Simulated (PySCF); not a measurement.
phosphoric acid anion (H3O4P), SMILES O=P(O)(O)O (connectivity only; charge and spin as stated), charge -1, multiplicity 2. Atoms are numbered in the order given.

```xyz
8

O      0.6010     0.1836     1.3724
P     -0.1896    -0.0672    -0.0953
O      0.6992    -0.1447    -1.3470
O     -0.3915    -1.7919     0.2922
O     -0.5788     1.7639    -0.1249
H      0.6503     1.1467     1.4474
H     -0.1143    -2.2217    -0.5290
H     -0.3311     1.9943    -1.0309
```
Charge -1, spin multiplicity 2.

Coordinates come from a B3LYP-D3(BJ)/def2-SVPD optimisation. The spin state was assumed, not searched. One conformer was computed; it need not be the lowest.

These are B3LYP-D3(BJ)/def2-SVPD run with PySCF 2.14.0 values and carry that method's errors.

Frequencies are harmonic and unscaled.

```
mode  ν (cm⁻¹)  IR (km/mol)  moving atoms (share of kinetic energy)
----  --------  -----------  --------------------------------------
1          184          0.4                                  O 90 %
2          200         55.1                   H 59 %, O 32 %, P 9 %
3          263          6.1                          O 48 %, H 47 %
4          333         51.4                   H 63 %, O 29 %, P 9 %
5          354         17.4                   O 61 %, H 30 %, P 9 %
6          406         48.3                   O 77 %, H 15 %, P 8 %
7          420         15.9                          O 82 %, H 12 %
8          452         79.4                  O 60 %, P 28 %, H 12 %
9          547        160.2                  H 66 %, O 23 %, P 12 %
10         551        355.1                  O 51 %, P 33 %, H 17 %
11         748        155.3                          O 61 %, P 37 %
12         896         31.6                          H 83 %, O 16 %
13         957         47.4                          H 79 %, O 18 %
14        1100        275.2                  O 48 %, P 33 %, H 19 %
15        1101        114.0                          H 78 %, O 15 %
16        3797         21.5                                  H 94 %
17        3800         35.4                                  H 94 %
18        3806         18.0                                  H 94 %
```
